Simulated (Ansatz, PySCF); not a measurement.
Dimer: H2O (SMILES O) (first 3 atoms) with C2H3F (SMILES C=CF); geometry from B3LYP-D3(BJ)/def2-TZVP, rigid monomers moved along the line of their centres of mass till H3···F6 is 2.41 Å.
(charge 0, multiplicity 1):
```xyz
9

O      0.331    -0.115    -0.575
H      0.032    -0.859    -1.107
H     -0.362     0.022     0.083
C      0.888    -0.694     3.015
C     -0.384    -0.487     3.280
F     -1.276    -0.161     2.305
H      1.280    -0.615     2.010
H      1.553    -0.949     3.827
H     -0.868    -0.542     4.245
```

Counterpoise-corrected where a basis set is named; no monomer relaxation. Rows marked so take none.

Rows in 6-31G*, STO-3G carry no dispersion term and start afresh at each structure (6-31G* with six Cartesian d functions).

Codes used: Ansatz (Gaussian orbitals); PySCF for 6-31G* rows, STO-3G rows, the dispersion terms. Each number belongs to the level named beside it.

### Question
One of these levels gives -12.3 kJ/mol for the interaction energy. Name it.
A) PBE0-D4/def2-TZVPPD
B) HF/6-31G*
C) HF/STO-3G (no counterpoise)

### Answer
A, PBE0-D4/def2-TZVPPD. The others give -5.8 (HF/STO-3G (no counterpoise)), -9.3 (HF/6-31G*)

Ansatz is a first-principles code.
